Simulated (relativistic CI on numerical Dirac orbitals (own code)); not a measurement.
The spin-orbit constant of S²⁺ from its measured fine structure

Problem. The ground term 3P of S²⁺ (3s2.3p2) has the measured levels J = 0: 0.0, J = 1: 298.7, J = 2: 833.1 cm⁻¹ (NIST levels in Podobedova, Kelleher and Wiese, J. Phys. Chem. Ref. Data 38, 171 (2009)). Test the interval rule and estimate ζ(3p).

Working.
1. In LS coupling E(J) − E(J − 1) = AJ. The intervals give A = 298.7 (J = 1), 267.2 (J = 2) cm⁻¹.
2. These values spread by 11 % of their mean, from second-order spin-orbit mixing with other terms and from spin-spin terms.
3. The whole width divided by the sum of the upper J values gives a mean A = 277.7 cm⁻¹.
4. For the Hund term of a shell that is less than half full, A = +ζ/2S with 2S = 2, so ζ = 555 cm⁻¹.

Check. The value calculated from Dirac-Coulomb-Breit radial functions of this configuration is ζ = 555 cm⁻¹, 0 % below the estimate from measurement. The same recipe applied to the calculated levels returns 542 cm⁻¹, which shows the bias of the recipe itself. Where the interval rule fails, the estimate is only rough.
